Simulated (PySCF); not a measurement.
C₄H₇FSi.

```xyz
13

C     -0.3817     3.2841     0.0000
C     -0.3437     1.9417     0.0000
C      0.8875     1.1619     0.0000
C      0.9542    -0.1872     0.0000
Si    -0.4910    -1.3638     0.0000
F      0.1302    -2.8732     0.0000
H      0.5391     3.8759     0.0000
H     -1.3269     3.8317     0.0000
H     -1.2913     1.3878     0.0000
H      1.8157     1.7484     0.0000
H      1.9499    -0.6484     0.0000
H     -1.3408    -1.2228     1.2150
H     -1.3408    -1.2228    -1.2150
```
Charge 0, spin multiplicity 1.

Geometry optimised at B3LYP-D3(BJ)/def2-SVP. The structure was generated by enumeration; whether it is a known compound was not checked. One conformer was computed; it need not be the lowest.

Level of theory: HF/pcSseg-1 in PySCF. Non-relativistic, no solvent.

Computed absolute GIAO shielding of each atom: isotropic value and principal components (ppm):
```json
[
 {"atom": "C1", "σ(iso)": "58.7", "σ11": "-68.9", "σ22": "78.9", "σ33": "166.0", "span": "234.9"},
 {"atom": "C2", "σ(iso)": "49.0", "σ11": "-84.4", "σ22": "69.6", "σ33": "161.8", "span": "246.2"},
 {"atom": "C3", "σ(iso)": "31.3", "σ11": "-107.7", "σ22": "47.2", "σ33": "154.4", "span": "262.0"},
 {"atom": "C4", "σ(iso)": "62.0", "σ11": "-58.2", "σ22": "76.1", "σ33": "168.0", "span": "226.2"},
 {"atom": "Si5", "σ(iso)": "410.4", "σ11": "370.3", "σ22": "393.0", "σ33": "467.9", "span": "97.5"},
 {"atom": "F6", "σ(iso)": "419.4", "σ11": "406.8", "σ22": "417.3", "σ33": "434.3", "span": "27.5"},
 {"atom": "H7", "σ(iso)": "26.0", "σ11": "22.8", "σ22": "25.1", "σ33": "30.2", "span": "7.3"},
 {"atom": "H8", "σ(iso)": "26.0", "σ11": "23.2", "σ22": "24.9", "σ33": "29.9", "span": "6.6"},
 {"atom": "H9", "σ(iso)": "25.5", "σ11": "22.5", "σ22": "23.4", "σ33": "30.7", "span": "8.2"},
 {"atom": "H10", "σ(iso)": "24.7", "σ11": "21.9", "σ22": "23.0", "σ33": "29.2", "span": "7.3"},
 {"atom": "H11", "σ(iso)": "26.0", "σ11": "24.5", "σ22": "24.6", "σ33": "28.9", "span": "4.5"},
 {"atom": "H12", "σ(iso)": "26.8", "σ11": "23.4", "σ22": "26.2", "σ33": "30.8", "span": "7.4"},
 {"atom": "H13", "σ(iso)": "26.8", "σ11": "23.4", "σ22": "26.2", "σ33": "30.8", "span": "7.4"}
]
```
